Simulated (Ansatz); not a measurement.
C5H8O, singlet, geometry from GFN2-xTB; Ansatz (a first-principles code) with MP2/def2-SVP.

The Ansatz input:
Ansatz 0.2 input:
```yaml
crystal:
  periodic: [false, false, false]
  atoms:
    - {symbol: C, position_ang: [2.56049110, 0.43981101, 0.69120485]}
    - {symbol: C, position_ang: [1.49478471, 0.08478019, -0.00624450]}
    - {symbol: O, position_ang: [0.31326260, -0.24136156, 0.58842118]}
    - {symbol: C, position_ang: [-0.72057899, -0.59493448, -0.27774752]}
    - {symbol: C, position_ang: [-2.10846840, -0.22379329, 0.13308782]}
    - {symbol: C, position_ang: [-1.46021876, 0.47880431, -1.02399036]}
    - {symbol: H, position_ang: [2.53273818, 0.48693723, 1.76431293]}
    - {symbol: H, position_ang: [3.48080014, 0.68962627, 0.19964183]}
    - {symbol: H, position_ang: [1.50484734, 0.03298836, -1.09044206]}
    - {symbol: H, position_ang: [-0.56060179, -1.54806925, -0.77823922]}
    - {symbol: H, position_ang: [-2.21155905, 0.32423213, 1.05592482]}
    - {symbol: H, position_ang: [-2.90416366, -0.92604912, -0.05936994]}
    - {symbol: H, position_ang: [-1.13929139, 1.49821083, -0.87313877]}
    - {symbol: H, position_ang: [-1.80492845, 0.26500971, -2.02392069]}
basis:
  gaussian:
    orbitals: def2-SVP
magnetization: {spin_polarized: false}
correlation: {method: mp2}
```

**Question.** What does Ansatz print? Leave out banner, timings and long lists.

**Answer.** 
```
Functional definition: HF
1269 factors; integrals over basis functions are off by at most 1.6e-3 eV
mean field evaluation 1: about -7305.2622 eV, gradient 3.4e1 eV
mean field evaluation 2: about -7305.2725 eV, gradient 3.4e1 eV
mean field evaluation 4: about -7308.5798 eV, gradient 3.8e0 eV
mean field evaluation 8: about -7308.6258 eV, gradient 3.1e-4 eV
mean field -7308.62584606 eV, -268.5870458783 hartree, gradient 1.5e-6 eV, S^2 0.000000; 0 other end points of the search recorded, 0 dependent functions left out
6 core orbitals not correlated
reference -7308.62584606 eV, -268.5870458783 hartree; 17, 17 occupied and 101, 101 virtual orbitals, 1269 factors
second order -23.34978157 eV of doubles, -0.00000000 eV of singles
Total energy: -7331.97562764 eV, -269.4451345241 hartree
```
